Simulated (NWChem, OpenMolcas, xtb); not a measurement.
**SnNH2F (SMILES [NH2][Sn][F]): the vertical energy of the triplet above the singlet, rung by rung**

The species is SnNH2F (5 atoms), meant as a singlet with charge 0. As SMILES, `[NH2][Sn][F]`. The coordinates come from a PBE0-D4/def2-TZVP relaxation. This is one conformer, not always the lowest.

Quantity: the vertical energy of the triplet above the singlet, in eV. The values are calculated.

```tsv
level	kind	program	value (eV)	less CCSD(T)/def2-SVP	CPU time (all runs)
GFN2-xTB	semi-empirical	xtb	5.02	+1.55	under 2 s
HF/def2-SVP (core potential)	Hartree–Fock	NWChem	2.82	-0.65	22 s
SVWN5/def2-SVP (core potential)	LDA	OpenMolcas	3.79	+0.32	32 s
PBE/def2-SVP (core potential)	GGA	OpenMolcas	3.63	+0.16	51 s
r2SCAN/def2-SVP (core potential)	meta-GGA	OpenMolcas	3.50	+0.03	79 s
PBE0/def2-SVP (core potential)	global hybrid	OpenMolcas	3.53	+0.06	47 s
MP2/def2-SVP (core potential)	perturbation theory	NWChem	3.40	-0.07	40 s
CCSD(T)/def2-SVP (core potential), open shells restricted	coupled cluster or CI	OpenMolcas	3.47	0.00	59 s
```

CCSD(T)/def2-SVP (core potential), open shells restricted is the highest level here, not the true value. Spin-orbit coupling, which can split open shells on such heavy atoms by tenths of an eV, is left out. The values span 2.82 to 5.02 eV. The xTB rows lack spin polarisation, so open shells miss the exchange term that lowers them. In the correlated wave-function rows the outer d shell of Sn is correlated, in sets not made for it. CPU times are rough (shared hosts, several kinds of processor): they show what a rung costs within a factor of a few.
